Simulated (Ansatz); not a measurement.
Ideal-gas functions of BrCl$_{2}$In, SMILES `[Cl][In]([Cl])[Br]` at 298.15 K and 1 bar, from an Ansatz frequency run at PBE0-D4/def2-TZVP.

Molar mass 265.63 g/mol, point group C2v (symmetry number 2), electronic degeneracy 1, moments of inertia 276.817, 522.374, 799.192 u Å². Harmonic wavenumbers (cm⁻¹, unscaled): 73, 89, 94, 259, 372, 395.

Use S(trans) = R[1.5 ln M + 2.5 ln T − 1.1517]; rotational temperatures θ = 24.2544 K / I; S(rot) = R[ln(√π/σ · √(T³/θAθBθC)) + 1.5]; for each mode x = 1.438777 ν̃/T, S = R[x/(eˣ − 1) − ln(1 − e⁻ˣ)] and H = RT x/(eˣ − 1); 1 cm⁻¹ = 0.0119627 kJ/mol; R = 8.31446 J/(mol·K).

Question: By hand: the entropy, in J/(mol·K).

Answer: Translation 178.5. Rotation: θ = 0.0876, 0.0464, 0.0303 K, giving 119.9. Vibration, mode by mode: 17.03, 15.41, 14.96, 6.98, 4.48, 4.11, in all 63.0. Electronic 0.0. Sum 361.4 J/(mol·K).

Question: By hand: H − E and G − E in kJ/mol, counted from the electronic energy.

Answer: Zero-point energy ½ × 1282 × 0.0119627 = 7.7; thermal vibration 9.0; translation, rotation and pV give 4 RT = 9.9. H − E = 26.6 kJ/mol, and G − E = 26.6 − 298.15 × 361.4/1000 = -81.2 kJ/mol.

Vibration gives 17 % of the entropy, 47.4 J/(mol·K) of it from the modes under 150 cm⁻¹: soft modes count most, and the harmonic formula is weakest for them.
